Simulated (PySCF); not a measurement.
**`c1ccc(/N=C/CF)cc1`, C8H8FN**

Molfile (atoms numbered from 1):
```
C8H8FN
     RDKit          3D

 18 18  0  0  0  0  0  0  0  0999 V2000
    4.2964    0.7575   -0.6148 F   0  0  0  0  0  0  0  0  0  0  0  0
    3.4529   -0.1290    0.0008 C   0  0  0  0  0  0  0  0  0  0  0  0
    2.0307    0.1781   -0.3388 C   0  0  0  0  0  0  0  0  0  0  0  0
    1.0981   -0.5179    0.1377 N   0  0  0  0  0  0  0  0  0  0  0  0
   -0.2429   -0.2523   -0.0882 C   0  0  0  0  0  0  0  0  0  0  0  0
   -0.7741    1.0350   -0.0023 C   0  0  0  0  0  0  0  0  0  0  0  0
   -2.1323    1.2354   -0.1593 C   0  0  0  0  0  0  0  0  0  0  0  0
   -2.9723    0.1647   -0.4151 C   0  0  0  0  0  0  0  0  0  0  0  0
   -2.4495   -1.1166   -0.4970 C   0  0  0  0  0  0  0  0  0  0  0  0
   -1.0969   -1.3304   -0.3228 C   0  0  0  0  0  0  0  0  0  0  0  0
    3.7310   -1.1329   -0.3396 H   0  0  0  0  0  0  0  0  0  0  0  0
    3.6282   -0.0533    1.0799 H   0  0  0  0  0  0  0  0  0  0  0  0
    1.8905    1.0172   -1.0307 H   0  0  0  0  0  0  0  0  0  0  0  0
   -0.1192    1.8670    0.2151 H   0  0  0  0  0  0  0  0  0  0  0  0
   -2.5361    2.2345   -0.0839 H   0  0  0  0  0  0  0  0  0  0  0  0
   -4.0319    0.3269   -0.5436 H   0  0  0  0  0  0  0  0  0  0  0  0
   -3.1031   -1.9547   -0.6894 H   0  0  0  0  0  0  0  0  0  0  0  0
   -0.6782   -2.3230   -0.3861 H   0  0  0  0  0  0  0  0  0  0  0  0
  1  2  1  0
  2  3  1  0
  3  4  2  0
  4  5  1  0
  5  6  2  0
  6  7  1  0
  7  8  2  0
  8  9  1  0
  9 10  2  0
 10  5  1  0
  2 11  1  0
  2 12  1  0
  3 13  1  0
  6 14  1  0
  7 15  1  0
  8 16  1  0
  9 17  1  0
 10 18  1  0
M  END
```

Method: PySCF 2.14.0, GIAO KT2/6-31G* magnetisability, rotational g tensor and spin-rotation constants, non-relativistic, gas phase. Geometry: GFN2-xTB.

**Question.** How diamagnetic is it, and how anisotropic?

**Answer.** Isotropic -1281 × 10⁻³⁰ J/T², or -77.2 × 10⁻⁶ cm³/mol; principal values -1940, -980, -923 × 10⁻³⁰ J/T², anisotropy 990 × 10⁻³⁰ J/T² (root of half the summed squared differences of the principal values). The susceptibility is in cgs units.

**Question.** Split it along the inertial axes a, b, c into diamagnetic and paramagnetic parts about the centre of mass, with the quadrupole moment.

**Answer.** 
| axis | χ (10⁻⁶ cm³/mol) | diamagnetic (10⁻⁶ cm³/mol) | paramagnetic (10⁻⁶ cm³/mol) | summed x² of all electrons (Å²) | quadrupole Θ (D Å) |
| --- | --- | --- | --- | --- | --- |
| a | -57.1 | -383.0 | 325.9 | 469.3 | +0.99 |
| b | -58.3 | -2072.1 | 2013.7 | 71.2 | +4.56 |
| c | -116.1 | -2293.0 | 2176.9 | 19.1 | -5.55 |

Anisotropies 2χaa − χbb − χcc = +60.2 and 2χbb − χaa − χcc = +56.6 × 10⁻⁶ cm³/mol. Θ is traceless in Buckingham's convention.

**Question.** And the rotational g tensor?

**Answer.** 
```tsv
axis	rotational constant (GHz)	g	nuclear part	electronic part
a	4.5605	-0.0899	0.6084	-0.6983
b	0.5754	-0.0116	0.5328	-0.5444
c	0.5222	+0.0051	0.5392	-0.5341
```
Asymmetric top; isotopes 12C, 19F, 1H, 14N; no vibrational averaging.
